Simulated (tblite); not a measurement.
CH₁₀N₂OSi₃.
Z-matrix (Å and degrees, GFN2-xTB geometry), rows numbered from 1:
```
C 
N   1  1.4435
Si  2  1.7434  1  121.23
Si  3  2.3003  2   94.76  1  -178.87
O   4  1.6405  3   97.23  2     3.39
Si  5  1.6278  4  124.29  3    -0.63
N   6  1.7219  2  110.80  1    64.56
H   1  1.0945  2  111.37  3    87.84
H   1  1.0904  2  110.24  3  -152.14
H   1  1.0897  2  110.26  3   -32.26
H   3  1.4765  2  109.35  1   -56.63
H   3  1.4759  2  106.30  1    57.72
H   4  1.4663  3  119.13  2   114.39
H   4  1.4670  3  119.27  2  -107.33
H   6  1.4634  2  109.90  1   -66.95
H   7  1.0060  6  118.31  2   -66.50
H   7  1.0068  6  117.53  2   157.38
```

Computed values, GFN2-xTB/tblite, gas phase, harmonic and unscaled. Against measured fundamentals such values can be off by several per cent, at times by over 20. Modes of hydrogen on silicon can be 10 to 20 % off. One conformer, not necessarily the lowest.

Harmonic wavenumbers (cm⁻¹): 61.3, 86.4, 93.2, 132.7, 170.0, 235.0, 262.4, 278.4, 287.4, 348.6, 366.3, 445.6, 473.5, 522.0, 557.6, 560.2, 582.8, 609.6, 626.2, 699.4, 710.8, 745.7, 787.5, 823.5, 834.3, 891.2, 918.7, 981.3, 1101.4, 1174.0, 1190.1, 1424.6, 1498.4, 1506.6, 1512.2, 2105.0, 2134.3, 2186.7, 2205.1, 2249.5, 2913.9, 2977.2, 2988.7, 3484.0, 3523.1.

A = 1880, B = 1552, C = 953.7 MHz; mass 150.010 u (most abundant isotopes); point group C1, symmetry number 1.

Task: What is the zero-point energy?

Result: Half the sum of the wavenumbers: 25133 cm⁻¹ = 300.66 kJ/mol.

Task: Entropy at 500 K, 1 bar (ideal gas, RRHO, classical rotation)?

Result: Translation 182.09, rotation 128.36, vibration 229.30: S = 539.8 J/(mol K).

Task: And Cp and H(500 K) − H(0)?

Result: Cp = 246.51 J/(mol K), of which vibrations give 213.26 (their classical limit is 45 R = 374.2); H(500 K) − H(0) = 76.07 kJ/mol without the zero-point energy, 59.45 from vibrations.

Task: Which modes carry the vibrational entropy at 500 K?

Result: 61.3 cm⁻¹: 22.75; 86.4 cm⁻¹: 19.91; 93.2 cm⁻¹: 19.28; 132.7 cm⁻¹: 16.37; 170.0 cm⁻¹: 14.34; 235.0 cm⁻¹: 11.72 J/(mol K); the other 39 give 124.93 together.

Task: What must be added to the electronic energy to get the Gibbs energy at 500 K and 1 bar?

Result: ZPE + [H(500 K) − H(0)] − T·S = 300.66 + 76.07 − 269.88 = 106.85 kJ/mol.

Hindered rotation and anharmonicity are outside this model. Other conformers, if any are populated, would add a mixing term that is left out. The structure is chiral; the term R ln 2 for an equal mix with its mirror image is left out.

Hardware: Intel Xeon 6975P-C, one thread, no GPU (shared host). Cost: 0.61 s wall. This covers the Hessian and the dipole derivatives.
